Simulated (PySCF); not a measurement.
From results back to the method.

Species: CH₅AlClN.
Geometry (PBE0-D3(BJ)/def2-SVP, Å), atoms numbered from 1 in this order:
```
atom  x, y, z in Å
C1    -1.0296    0.1873    0.1689
N2     0.3796   -0.1134    0.2723
Al3    1.7103    1.0288    0.4846
Cl4    3.6617    0.2354    0.5327
H5    -1.6288   -0.3017    0.9582
H6    -1.4589   -0.1136   -0.8045
H7    -1.1967    1.2718    0.2687
H8     0.5755   -1.1068    0.1909
H9     1.4551    2.5743    0.6310
```

The closed-shell ground state was solved 7 times with PySCF (density fitting, gas phase), always in the pcSseg-2 basis (228 functions), with these functionals: B3LYP, BHandHLYP, BLYP, CAM-B3LYP, HF, LC-wPBE and mPW1PW91.

```csv
row,total energy (Eh),HOMO (eV),LUMO (eV),dipole (D)
P,-798.6292,-5.71,-1.23,2.30
Q,-798.6095,-8.36,0.08,2.27
R,-798.6425,-8.52,0.24,2.31
S,-796.8109,-10.34,1.75,2.25
T,-798.7133,-6.90,-0.82,2.29
U,-798.6687,-7.15,-0.64,2.29
V,-798.4036,-9.91,1.25,2.32
```

Which functional belongs to which row?

P = BLYP, Q = BHandHLYP, R = CAM-B3LYP, S = HF, T = B3LYP, U = mPW1PW91, V = LC-wPBE. By rising HOMO–LUMO gap: BLYP (GGA) 4.48 eV; B3LYP (global hybrid, 20 % exact exchange) 6.08 eV; mPW1PW91 (global hybrid, 25 % exact exchange) 6.51 eV; BHandHLYP (global hybrid, 50 % exact exchange) 8.44 eV; CAM-B3LYP (range-separated hybrid) 8.76 eV; LC-wPBE (range-separated hybrid) 11.16 eV; HF (all exact exchange) 12.09 eV. Total energies of different functionals aren't bounds to one another; each is stationary for its own functional.

One conformer stands for the species.
